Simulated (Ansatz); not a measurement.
C7H14, SMILES `C=CCCCCC` at its PBE0-D4/def2-TZVP geometry, where that method's forces vanish. Charge 0, multiplicity 1.

```xyz
21

C     0.0859    3.0592    0.9791
C    -0.6994    2.2017    0.3428
C    -1.3151    0.9820    0.9427
C    -0.9167   -0.3056    0.2221
C     0.5627   -0.6310    0.3504
C     0.9720   -1.9442   -0.3033
C     0.8193   -1.9571   -1.8160
H     0.3399    2.9219    2.0259
H     0.5003    3.9288    0.4821
H    -0.9238    2.3757   -0.7095
H    -2.4068    1.0811    0.9039
H    -1.0418    0.9161    2.0014
H    -1.1944   -0.2196   -0.8343
H    -1.5063   -1.1364    0.6265
H     0.8209   -0.6650    1.4156
H     1.1539    0.1882   -0.0748
H     0.3856   -2.7629    0.1311
H     2.0162   -2.1530   -0.0485
H     1.3873   -1.1412   -2.2729
H    -0.2235   -1.8442   -2.1217
H     1.1840   -2.8944   -2.2425
```

(1) What forces (eV/Å) does r2SCAN-D4/def2-TZVPP give on these atoms in Ansatz 0.2.0? (An estimate is asked.)

## Answers

(1) Ansatz gave: 
```
C1   0.126  0.147  0.095
C2  -0.070 -0.045 -0.106
C3  -0.070  0.070  0.107
C4  -0.100 -0.110 -0.095
C5   0.092  0.088  0.071
C6   0.058 -0.120  0.069
C7  -0.021 -0.005 -0.145
H8  -0.003 -0.001 -0.009
H9  -0.003 -0.011  0.007
H10 -0.008 -0.013 -0.012
H11 -0.009 -0.005 -0.006
H12  0.004 -0.001  0.004
H13  0.002  0.006  0.001
H14  0.000 -0.010 -0.001
H15 -0.002  0.006  0.009
H16  0.003  0.001 -0.007
H17 -0.002  0.001  0.003
H18 -0.001 -0.003  0.000
H19 -0.009 -0.007  0.008
H20  0.021 -0.006  0.004
H21 -0.007  0.018  0.003
```
